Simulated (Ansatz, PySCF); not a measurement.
Spin gap between two states, R1 and P1; the higher of the two is an excited state, each structure at its B3LYP-D3(BJ)/def2-TZVP stationary point, reached from a drawn start (curvature not checked).
R1, Cl2Si (SMILES Cl[Si]Cl) (charge 0, multiplicity 1, Z-matrix in Å and degrees):
```
Si
Cl 1 2.0938
Cl 1 2.0938 2 101.66
```
P1, Cl2Si (SMILES Cl[Si]Cl) (charge 0, multiplicity 3):
```xyz
3

Si     0.0000     0.0000    -0.7045
Cl     1.7715     0.0000     0.3523
Cl    -1.7715     0.0000     0.3523
```

P less R. No zero-point or thermal terms; singlets are restricted closed shells; open shells are unrestricted.

Correlated levels freeze the cores. CBS: X⁻³ extrapolation of the correlation energy, Hartree–Fock from the larger set.

The values were computed with Ansatz (a first-principles code); PySCF for the D3/D4 terms. No computed number here is a measurement.

Task: Give the spin gap at the level B2PLYP-D4/def2-TZVPP.

Result: 2.29 eV

Task: Estimate the spin gap that CCSD(T)/CBS(cc-pV(T+d)Z, cc-pV(Q+d)Z) returns for this input.

Result: 2.32 eV

Task: What spin gap does BLYP/def2-TZVPP give?

Result: 2.34 eV
